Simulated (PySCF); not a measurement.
# Computed structure and properties of [YbCl4]−

System: [YbCl4]− (singlet in the valence; each metal's 4f electrons, 13 of them, lie in its core potential, out of spins and levels); start: template (Td). Method: PySCF 2.14.0, RKS PBE0, Yb lcecp-1-SVP with ECP59, Cl def2-SVP; non-relativistic Hamiltonian with scalar-relativistic core potentials where named; density fitting; no spin-orbit coupling.

Input of the relaxation:

```python
mol = gto.M(atom='''
Yb    -0.00000     0.00000    -0.00000
Cl     1.48060     1.48060     1.48060
Cl    -1.48060    -1.48060     1.48060
Cl     1.48060    -1.48060    -1.48060
Cl    -1.48060     1.48060    -1.48060''',
    basis={'Yb': 'lcecp-1-SVP', 'Cl': 'def2-SVP'},
    ecp={'Yb': 'lcecp-1-SVP'},
    charge=-1, spin=0)
mf = dft.RKS(mol, xc='PBE0')
mf.grids.atom_grid = (50, 194)  # f atoms: unpruned, at least (60, 302)
mf = mf.density_fit()  # fitting sets: Yb AutoAux, Cl def2-universal-JKFIT
mf.conv_tol = 1e-08; mf.max_cycle = 55
mf.kernel(dm0)  # dm0: converged density of the start geometry
# quasi-Newton relaxation in Cartesian coordinates to a largest gradient under 0.00045 Eh/bohr, steps kept in the point group
```

Run from Python with OMP_NUM_THREADS=2; the lines above give its settings. Where DIIS fails, smearing, a level shift and second-order steps follow.
It took 16 s on 2 threads of Arm Neoverse V1 (shared host), from the converged density of the start.

Course of the relaxation:

| step | energy above end (eV) | largest force component within the symmetry (eV/Å) |
| --- | --- | --- |
| 0 | 0.1352 | 0.471 |
| 1 | 0.0345 | 0.249 |
| 2 | 0.0005 | 0.031 |
| 3 | 0.0000 | 0.002 |

Relaxed geometry (Td):

```xyz
5

Yb    0.0000    0.0000    0.0000
Cl    1.4351    1.4351    1.4351
Cl   -1.4351   -1.4351    1.4351
Cl    1.4351   -1.4351   -1.4351
Cl   -1.4351    1.4351   -1.4351
```

```
     contact      Å
Yb1–Cl2 (Cl)  2.486
Yb1–Cl3 (Cl)  2.486
Yb1–Cl4 (Cl)  2.486
Yb1–Cl5 (Cl)  2.486
```

On the finer grid (75, 302):

* HOMO: -4.48 eV
* LUMO: 3.63 eV
* Dipole about the centre of mass: 0.00 D
* Set of Mulliken populations of Yb1 outside the core potential: s 2.35, p 6.51, d 1.40, f 0.03
* D3(BJ) dispersion energy (not in the energies): -0.180 eV

| atom | Mulliken (e) | Löwdin (e) | spin (e) |
| --- | --- | --- | --- |
| Yb1 | 0.70 | -0.53 | 0.00 |
| Cl2 | -0.43 | -0.12 | 0.00 |
| Cl3 | -0.43 | -0.12 | 0.00 |
| Cl4 | -0.43 | -0.12 | 0.00 |
| Cl5 | -0.43 | -0.12 | 0.00 |

The 4f levels lie in the core potential and are missing. Their spin isn't counted.

On the grid (50, 194), as all that follows. Harmonic modes: a minimum; lowest 76 cm⁻¹ (negative: unstable), highest 312 cm⁻¹, zero-point energy 0.103 eV.

Taking off one Cl (charge -1, singlet; the rest: singlet) in vacuum, both parts rigid, costs 5.13 eV; the small basis without counterpoise inflates it.

Rigid scan of Cl along the line from its metal:

(distance to Cl2 (Å), energy (eV)): (2.19, 0.682), (2.29, 0.263), (2.39, 0.057), (2.49, 0.000), (2.59, 0.046), (2.69, 0.159), (2.89, 0.504), (3.19, 1.121), (3.59, 1.897), (4.09, 2.663)

One start shape was tried, so this needn't be the lowest isomer.

An lcecp potential fixes the number of 4f electrons, so in runs with it no electron can move into or out of that shell.
